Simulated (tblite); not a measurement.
Compound: C₅H₁₄BNSi₂.
Atom-mapped SMILES: `[H]/[N:6]=[CH:5]/[C:4]([B:2]([CH3:1])[CH3:3])=[CH:7]\[SiH2:8][SiH3:9]` (hydrogens: H10, H11, H12 on C1; H13, H14, H15 on C3; H16 on C5; H17 on N6; H18 on C7; H19, H20 on Si8; H21, H22, H23 on Si9)

Computed with GFN2-xTB (tblite), gas phase: L-BFGS steps from a force-field or distance-geometry start until the largest atomic force falls under 0.01 eV/Å.

The end geometry, which sets the zero of energy:
```
atom  x, y, z in Å
C1      2.2618   -1.3456    1.0161
B2      1.8054    0.0540    0.4669
C3      2.7482    1.3122    0.5869
C4      0.3784    0.1874   -0.1748
C5     -0.0772   -0.7697   -1.1750
N6      0.6661   -1.6862   -1.6176
C7     -0.4782    1.1505    0.2239
Si8    -2.2813    1.3855   -0.2819
Si9    -3.5506   -0.4719    0.2578
H10     3.1849   -1.3285    1.5899
H11     1.4945   -1.8294    1.6178
H12     2.4079   -1.9971    0.1550
H13     2.9630    1.5283    1.6335
H14     3.7133    1.1078    0.1256
H15     2.3494    2.2170    0.1346
H16    -1.1161   -0.6080   -1.5148
H17     0.2437   -2.2949   -2.3143
H18    -0.1070    1.8457    0.9686
H19    -2.7203    2.6012    0.4222
H20    -2.3346    1.7337   -1.7118
H21    -4.1097   -1.1242   -0.9318
H22    -2.7587   -1.4910    0.9557
H23    -4.6876   -0.1498    1.1235
```

Question: These geometries come from the run, each turned onto the end geometry. Order them by energy, lowest first.
A.
```
atom  x, y, z in Å
C1      2.6271   -1.3080    0.6719
B2      1.8549    0.0471    0.4939
C3      2.5992    1.4007    0.8280
C4      0.3803    0.0761   -0.0574
C5     -0.1391   -0.9943   -0.9032
N6      0.4957   -2.0519   -1.1540
C7     -0.4692    1.0854    0.2333
Si8    -2.2246    1.3748   -0.3991
Si9    -3.7397   -0.3009    0.1142
H10     3.5870   -1.2106    1.1733
H11     2.0421   -2.0597    1.1957
H12     2.8079   -1.7282   -0.3168
H13     2.8760    1.4278    1.8821
H14     3.5331    1.4668    0.2712
H15     2.0359    2.3060    0.6150
H16    -1.1554   -0.7901   -1.2884
H17     0.0048   -2.7274   -1.7350
H18    -0.0976    1.8435    0.9121
H19    -2.5998    2.6675    0.1888
H20    -2.1109    1.6167   -1.8460
H21    -4.6006   -0.6269   -1.0299
H22    -3.0565   -1.5424    0.5032
H23    -4.6552    0.0550    1.2031
```
B.
```
atom  x, y, z in Å
C1      2.3266   -1.3629    0.9678
B2      1.8118    0.0373    0.4730
C3      2.7065    1.3256    0.6440
C4      0.3811    0.1531   -0.1668
C5     -0.0561   -0.8020   -1.1780
N6      0.7265   -1.6524   -1.6795
C7     -0.4865    1.1100    0.2232
Si8    -2.2724    1.3582   -0.3330
Si9    -3.6138   -0.4148    0.3091
H10     3.2452   -1.3252    1.5485
H11     1.5811   -1.9067    1.5450
H12     2.5084   -1.9722    0.0825
H13     2.8241    1.5579    1.7030
H14     3.7135    1.1550    0.2667
H15     2.3135    2.2135    0.1546
H16    -1.1169   -0.7024   -1.4703
H17     0.3178   -2.2646   -2.3815
H18    -0.1308    1.8050    0.9759
H19    -2.6776    2.6358    0.2762
H20    -2.2994    1.6057   -1.7849
H21    -4.2951   -1.0395   -0.8297
H22    -2.8489   -1.4816    0.9636
H23    -4.6634   -0.0058    1.2467
```
C.
```
atom  x, y, z in Å
C1      2.3477   -1.3600    0.9558
B2      1.8154    0.0320    0.4617
C3      2.6793    1.3378    0.6499
C4      0.3910    0.1349   -0.1884
C5     -0.0326   -0.8104   -1.2134
N6      0.7342   -1.7093   -1.6520
C7     -0.4884    1.0699    0.2263
Si8    -2.2666    1.3500   -0.3337
Si9    -3.6380   -0.3904    0.3257
H10     3.2588   -1.3065    1.5461
H11     1.6049   -1.9181    1.5232
H12     2.5513   -1.9640    0.0718
H13     2.7829    1.5635    1.7113
H14     3.6922    1.1977    0.2777
H15     2.2679    2.2214    0.1692
H16    -1.0678   -0.6626   -1.5679
H17     0.3402   -2.3199   -2.3636
H18    -0.1419    1.7408    1.0042
H19    -2.6496    2.6278    0.2897
H20    -2.2836    1.6154   -1.7829
H21    -4.3368   -1.0021   -0.8106
H22    -2.8937   -1.4687    0.9887
H23    -4.6714    0.0476    1.2671
```
D.
```
atom  x, y, z in Å
C1      2.3978   -1.3479    0.9200
B2      1.8284    0.0410    0.4635
C3      2.6777    1.3534    0.6803
C4      0.3972    0.1243   -0.1846
C5     -0.0249   -0.8397   -1.1951
N6      0.7105   -1.7931   -1.5680
C7     -0.4831    1.0666    0.2154
Si8    -2.2692    1.3492   -0.3278
Si9    -3.6818   -0.3787    0.3008
H10     3.3155   -1.3009    1.5014
H11     1.6704   -1.9341    1.4762
H12     2.6001   -1.9181    0.0145
H13     2.7997    1.5387    1.7477
H14     3.6855    1.2331    0.2870
H15     2.2484    2.2479    0.2358
H16    -1.0319   -0.6527   -1.6073
H17     0.3123   -2.4016   -2.2792
H18    -0.1283    1.7511    0.9791
H19    -2.6562    2.6234    0.3029
H20    -2.3035    1.6239   -1.7736
H21    -4.4238   -0.9717   -0.8124
H22    -2.9498   -1.4781    0.9329
H23    -4.6958    0.0910    1.2466
```
E.
```
atom  x, y, z in Å
C1      2.5925   -1.3001    0.6436
B2      1.7593    0.0088    0.5759
C3      2.5315    1.3438    0.8410
C4      0.2914    0.0430    0.0323
C5     -0.2015   -1.0349   -0.8372
N6      0.5347   -2.0302   -1.0727
C7     -0.4829    1.1269    0.2716
Si8    -2.2055    1.4141   -0.4055
Si9    -3.6320   -0.3007    0.0945
H10     3.5724   -1.1227    1.0643
H11     2.1292   -2.1316    1.1491
H12     2.7191   -1.6073   -0.3877
H13     2.8670    1.4321    1.8678
H14     3.4243    1.3430    0.2304
H15     1.9769    2.2475    0.5949
H16    -1.2300   -0.9051   -1.2519
H17     0.1707   -2.7719   -1.6707
H18    -0.0832    1.8994    0.9363
H19    -2.7078    2.6352    0.2233
H20    -2.1305    1.6068   -1.8576
H21    -4.4730   -0.4903   -1.0811
H22    -2.9475   -1.5550    0.4149
H23    -4.4798    0.1760    1.1804
```

Answer: B (0.003 eV), C (0.008 eV), D (0.015 eV), A (0.062 eV), E (0.257 eV).

In the order of the answer:

```csv
step,E above end (eV),largest force (eV/Å),rms force component (eV/Å),rms distance from end (Å),rms bond change (Å),bond most changed (Å)
106,0.003,0.02,0.007,0.113,0.001,B2–C4 +0.001
83,0.008,0.05,0.015,0.140,0.001,C7–Si8 -0.002
70,0.015,0.11,0.026,0.173,0.002,Si8–Si9 +0.005
27,0.062,0.09,0.025,0.446,0.002,B2–C4 +0.004
4,0.257,0.44,0.148,0.487,0.011,Si8–Si9 -0.028
```

What follows is the cost of the whole relaxation. Hardware: one thread of an Arm Neoverse N1, no GPU (shared host). Cost: 2.9 s of wall time.
